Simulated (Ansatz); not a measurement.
Mulliken charges of Cl2FGeH3Si (`F[SiH](Cl)[GeH2][Cl]`) from r2SCAN/def2-TZVPP in Ansatz (PBE0-D4/def2-TZVP geometry).

| atom | x (Å) | y (Å) | z (Å) | charge (e) |
| --- | --- | --- | --- | --- |
| F1 | -0.627 | 2.010 | 0.869 | -0.295 |
| Si2 | -1.007 | 0.656 | 0.123 | 0.609 |
| Cl3 | -2.377 | -0.345 | 1.263 | -0.221 |
| Ge4 | 0.942 | -0.700 | -0.077 | 0.266 |
| Cl5 | 2.248 | 0.335 | -1.455 | -0.321 |
| H6 | -1.635 | 1.005 | -1.169 | -0.068 |
| H7 | 0.636 | -2.070 | -0.698 | 0.013 |
| H8 | 1.706 | -0.856 | 1.244 | 0.017 |

Q: By hand: the dipole of these point charges (1 e Å = 4.8032 D).

A: Σ q r = (-0.226, -0.521, 0.078) e Å, of length 0.573 e Å = 2.75 D.

Q: How does the dipole of the full density compare? (An estimate is asked.)

A: Computed: (-0.163, -0.269, 0.035) e Å, 1.52 D; the point charges give 1.81 times that, at 8° from its direction.

Point charges leave out the atoms' own dipoles, such as those of lone pairs, and Mulliken's split depends on the basis, so the two needn't agree.
